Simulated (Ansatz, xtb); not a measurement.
**Relaxing a trial structure of C2H5Sn+**

The starting geometry of this gas-phase singlet was built from a drawn formula by distance geometry and a force field; its bonds are those of `C[C+]=[SnH2]`.

```xyz
8

C     1.0237    1.2078    1.2937
C     0.5623    0.7435   -0.0188
Sn   -0.0944    0.1747   -1.7083
H     2.1305    1.3503    1.2196
H     0.7882    0.3891    2.0665
H     0.5092    2.1529    1.6069
H     0.4386    1.0273   -3.1593
H    -1.1060   -1.2114   -1.8224
```

Q: Where would you expect an optimisation with r2SCAN-D4/def2-SVP to take it?

A: It rearranges to `C=[CH][SnH2+]`. Contacts that open: C1–H5 (1.15 → 2.14 Å). Contacts that close: C2–H5 (2.13 → 1.10 Å).

The energy falls by 2.90 eV over 32 steps:

```csv
step,E − E(last) (eV)
1,2.902
4,2.552
8,2.482
11,2.480
15,2.478
18,2.454
22,0.718
25,0.195
29,0.003
32,0.000
```

Final geometry (Å):

```xyz
8

C     1.1382    1.5174    1.0055
C     0.7321    0.3209    0.5324
Sn   -0.1326    0.1919   -1.3569
H     1.5927    1.5954    2.0017
H     0.8441   -0.5968    1.1218
H     1.0448    2.4555    0.4456
H    -0.2980    1.6254   -2.2542
H    -0.6692   -1.2755   -2.0179
```

From the same start GFN2-xTB ends elsewhere, differing in C1–H5 (1.10 against 2.14 Å here), C2–H5 (2.20 against 1.10 Å here), C2–H7 (1.11 against 3.24 Å here), C2–H8 (1.11 against 3.32 Å here), Sn3–H7 (2.83 against 1.70 Å here), Sn3–H8 (2.83 against 1.70 Å here).

No frequencies were run, so the end isn't proven a minimum. Atoms past krypton carry core potentials, without spin–orbit terms. Run with Ansatz 0.2.0, 3.6 min on 1 thread of Intel(R) Xeon(R) Processor @ 2.50GHz (Skylake/Cascade Lake), with other jobs on the host.
